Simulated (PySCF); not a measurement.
Si(I)(Me)(OH)2 (CH5IO2Si), SMILES O[Si](O)(I)C. Atoms are numbered in the order given.

```xyz
10

C      2.2558    -0.1324    -1.1812
Si     0.4586     0.3115    -1.1288
O     -0.4678    -0.4950    -2.2435
O      0.3451     1.9383    -1.3841
I     -0.4766    -0.2939     1.1109
H      2.8176     0.4528    -0.4379
H      2.6595     0.0885    -2.1826
H      2.3992    -1.2023    -0.9697
H     -1.0501    -1.1907    -1.9170
H     -0.5414     2.3122    -1.4611
```
Charge 0, spin multiplicity 1.

Geometry: B3LYP-D3(BJ)/def2-SVP. This is a generated structure with no PubChem entry under its InChIKey; it may be hypothetical. The def2 effective core potentials stand for the cores of I; spin–orbit coupling is left out. The values are those of a single conformer.

Calculation: B3LYP/def2-TZVP run with PySCF.

ESP charges are fitted to the potential on shells at 1.4 to 2.0 van der Waals radii. Atomic charges (e):

| atom | ESP fit | Löwdin |
|---|---|---|
| C1 | -0.54 | -0.43 |
| Si2 | 0.64 | -0.22 |
| O3 | -0.56 | -0.11 |
| O4 | -0.57 | -0.10 |
| I5 | -0.22 | 0.08 |
| H6 | 0.16 | 0.14 |
| H7 | 0.20 | 0.14 |
| H8 | 0.14 | 0.13 |
| H9 | 0.36 | 0.18 |
| H10 | 0.39 | 0.18 |

Computed Mayer and Wiberg (Löwdin basis) orders of the bonds:
```json
[
 {"bond": "C1–Si2", "Mayer": "0.99", "Wiberg": "1.21"},
 {"bond": "Si2–O3", "Mayer": "1.20", "Wiberg": "1.65"},
 {"bond": "Si2–O4", "Mayer": "1.23", "Wiberg": "1.67"},
 {"bond": "Si2–I5", "Mayer": "1.03", "Wiberg": "1.49"},
 {"bond": "C1–H6", "Mayer": "0.94", "Wiberg": "0.89"},
 {"bond": "C1–H7", "Mayer": "0.94", "Wiberg": "0.89"},
 {"bond": "C1–H8", "Mayer": "0.95", "Wiberg": "0.90"},
 {"bond": "O3–H9", "Mayer": "0.87", "Wiberg": "1.01"},
 {"bond": "O4–H10", "Mayer": "0.88", "Wiberg": "1.01"}
]
```
